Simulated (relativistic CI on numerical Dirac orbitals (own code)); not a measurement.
## Sensitivity of the levels of In9+ to α and to the nuclear radius

Calculated at this level of theory: Dirac-Coulomb-Breit CI, KLI orbitals optimised for each configuration, derivatives by finite differences, unscaled Slater integrals, QED left out (own radial code, finite nucleus).

CI space (outside the closed core [Ar] 3d10): 4s²4p⁶4d⁴, 4s²4p⁵4d⁵, 4s²4p⁶4d³4f, 4s²4p⁶4d³5s, 4s4p⁶4d⁵, 4s²4p⁶4d²5s², 4s²4p⁶4d³5d, 4s²4p⁶4d²5p². Levels of other configurations are missing.

With x = (α/α₀)² − 1 an excitation energy changes as ω = ω₀ + qx; K = 2q/ω₀ is the relative enhancement. Terms are leading LS components, so labels can repeat. The field-shift factor is F = δν/δ⟨r²⟩ for the transition from the lowest level.

Lowest level 4s²4p⁶4d⁴ ⁵D0.

```tsv
Level	ω₀ (cm⁻¹)	q (cm⁻¹)	K	F (GHz/fm²)
4s²4p⁶4d⁴ ⁵D1	2038.3	3649	3.58	0.0368
4s²4p⁶4d⁴ ⁵D2	4772.0	7130	2.99	0.0725
4s²4p⁶4d⁴ ⁵D3	7704.4	9873	2.56	0.103
4s²4p⁶4d⁴ ⁵D4	10676.9	11870	2.22	0.129
4s²4p⁶4d⁴ ³P0	27650.1	970.1	0.0702	0.069
4s²4p⁶4d⁴ ³H4	30361.9	2762	0.182	0.136
4s²4p⁶4d⁴ ³H5	34724.8	8383	0.483	0.216
4s²4p⁶4d⁴ ³P1	35140.5	7957	0.453	0.179
4s²4p⁶4d⁴ ³G3	35450.3	5474	0.309	0.121
4s²4p⁶4d⁴ ³F2	36971.2	6805	0.368	0.153
4s²4p⁶4d⁴ ³H6	37413.0	10470	0.56	0.258
4s²4p⁶4d⁴ ³F4	39345.7	12040	0.612	0.211
4s²4p⁶4d⁴ ³P2	42913.9	11890	0.554	0.186
```

At this charge energies of transitions that change n are usually good to better than 1 %, and those within a shell (Δn = 0) to a few per cent. Terms inside the open d or f shell come out 10 to 20 % too wide with unscaled integrals.
